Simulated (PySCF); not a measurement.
How methods differ on the excitation energy of Ne²⁺

Ne²⁺ [He] 2s2 2p4 (3P) → Ne²⁺ [He] 2s1 2p5 (3P), as a difference of total energies. Calculation: PySCF 2.14, in def2-TZVPPD (6s4p3d1f, 40 functions); the non-relativistic Hamiltonian (point nucleus). Correlated levels: valence: 1s2 frozen; valence and next inner shell: nothing frozen. The calculations carry no spin-orbit coupling.

```tsv
method	excitation energy (cm⁻¹)
UHF	213620
LDA	182150
PBE	184760
PBE0	192230
r2SCAN	192750
M06-L	192430
wB97M-V	194720
B2PLYP	197310
r2SCANh	194640
MP2 (valence)	205760
SCS-MP2 (valence)	205020
MP2 (valence and next inner shell)	205450
SCS-MP2 (valence and next inner shell)	204840
```
